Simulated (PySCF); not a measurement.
C6H6O, SMILES O=CC1(C#C)CC1.

The structure is a stationary point at ωB97X-D3(BJ)/def2-SVP. One conformer was computed; it need not be the lowest.

Two levels are set side by side: TDA-PBE/def2-SVPD (PySCF) and TDA-ωB97X/def2-SVPD (PySCF). Vertical, same geometry. The lowest singlet is HOMO→LUMO 99 % with PBE and HOMO−1→LUMO 78 %, HOMO−2→LUMO 17 % with the other functional; states are paired by order. Differences are taken from unrounded values.

```
quantity                              TDA-ωB97X  TDA-PBE  TDA-PBE minus TDA-ωB97X
------------------------------------  ---------  -------  -----------------------
lowest singlet excitation (eV)             4.46     4.11                    -0.35
lowest triplet excitation (TDA) (eV)       3.91     3.57                    -0.34
```

Functionals without exact exchange tend to place singlet excitations lower, as here. Differences between two approximate levels are no errors against the true value.

Rough cost on one machine, each run with all the roots and properties that it gave: TDA-ωB97X against TDA-PBE about 4 times.
